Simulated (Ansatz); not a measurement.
# A ladder of methods for GeO (SMILES [O]=[Ge])

GeO: 2 atoms, total charge 0, spin state singlet. SMILES: `[O]=[Ge]`. Geometry: a GFN2-xTB relaxation, a rough one for these elements and not checked as a minimum.

| atom | x (Å) | y (Å) | z (Å) |
| --- | --- | --- | --- |
| O | 0.0000 | 0.0000 | 0.0000 |
| Ge | 0.0000 | 0.0000 | 1.5765 |

Quantity: the energy change with the O1–Ge2 bond stretched from 1.576 to 2.365 Å, in eV. The values are calculated.

```csv
level,kind,program,value (eV),less FCI/STO-3G,CPU time (all runs)
HF/STO-3G (restricted),Hartree–Fock,Ansatz,7.17,+2.18,0.34 s
SVWN5/STO-3G (restricted),LDA,Ansatz,6.99,+2.00,5.9 s
revPBE/STO-3G (restricted),GGA,Ansatz,6.44,+1.45,11 s
r2SCAN/STO-3G (restricted),meta-GGA,Ansatz,7.04,+2.05,20 s
r2SCAN0/STO-3G (restricted),hybrid meta-GGA,Ansatz,7.63,+2.64,4.4 s
wB97M-V/STO-3G (restricted),range-separated hybrid,Ansatz,8.17,+3.18,56 s
B2PLYP/STO-3G (restricted),double hybrid,Ansatz,6.14,+1.15,2.6 s
FCI/STO-3G,exact in the basis,Ansatz,4.99,0.00,1.9 s
```

FCI/STO-3G is exact within its basis and frozen core, so for wave-function methods in that basis the difference is their error; functionals converge differently with the basis, so for them it is only a difference. A spin-restricted reference rises too steeply as a bond breaks; here HF/STO-3G, SVWN5/STO-3G, revPBE/STO-3G, r2SCAN/STO-3G, r2SCAN0/STO-3G, wB97M-V/STO-3G, B2PLYP/STO-3G lie well above the multireference or unrestricted value. All-electron rows without a relativistic Hamiltonian named are non-relativistic. The first shape isn't each level's own minimum. The values span 4.99 to 8.17 eV. All rows use very small basis sets, so none should be taken for the real molecule's value. In so small a basis fixed costs decide the times, and correlated methods can beat functionals. CPU times are rough (shared hosts, several kinds of processor and program).
